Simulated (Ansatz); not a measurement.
`[F][GaH][F]` + H₂O → `[OH][GaH][F]` + H–F at 700 K and 1 bar (formal hydrolysis of a Ga–F bond).

Computed with Ansatz on PBE0-D4/def2-TZVP structures; ΔE is electronic, products minus reactants. CCSD(T)/CBS is the MP2 limit (def2-TZVPP, def2-QZVPP) plus CCSD(T) − MP2 in def2-TZVPP, frozen cores. This one scheme is used for every species. For Ga outer-core shells are correlated without core-valence functions, which leaves a few kJ/mol of doubt a bond. Scalar relativity is left out up to krypton. One conformer a species, not always the lowest.

| species | CCSD(T)/CBS energy (Eh) | H − E (kJ/mol) | S (J/(mol·K)) |
| --- | --- | --- | --- |
| `[F][GaH][F]` | -2124.20216 | 68.4 | 334.0 |
| H₂O | -76.37941 | 80.5 | 218.4 |
| `[OH][GaH][F]` | -2100.17635 | 104.9 | 355.2 |
| H–F | -100.39570 | 45.2 | 198.5 |

H − E and S are ideal-gas, rigid-rotor, harmonic terms from PBE0-D4/def2-TZVP, for one conformer and one mirror image of each species. 1 Eh = 2625.50 kJ/mol, R = 8.31446 J/(mol·K).

Task: By hand: ΔE, ΔH, ΔS and ΔG.

Result: ΔE = (-2100.17635) + (-100.39570) − (-2124.20216) − (-76.37941) = 0.00952 Eh = 25.0 kJ/mol. Δ(H − E) = 104.9 + 45.2 − 68.4 − 80.5 = 1.2, so ΔH = 26.2 kJ/mol. ΔS = 355.2 + 198.5 − 334.0 − 218.4 = 1.3 J/(mol·K). ΔG = 26.2 − 700 × (1.3)/1000 = 25.3 kJ/mol.

Task: By hand: the equilibrium constant, and the temperature at which ΔG would vanish if ΔH and ΔS stayed fixed.

Result: log₁₀ K = −ΔG/(RT ln 10) = -1.9. ΔG = 0 at ΔH/ΔS = 20154 K, far beyond where these terms or the molecules hold.

The number of gas molecules stays the same, so ΔS is small and ΔH decides. A doubt of 5 kJ/mol in ΔE shifts log₁₀ K by 0.4 here. Other conformers and mirror images would add mixing entropy, several J/(mol·K) or more a flexible species. These are equilibria of isolated gas molecules and say nothing of rates. Largest T1 diagnostic: 0.015 (customary marks: 0.02 for closed shells, 0.045 for open ones).
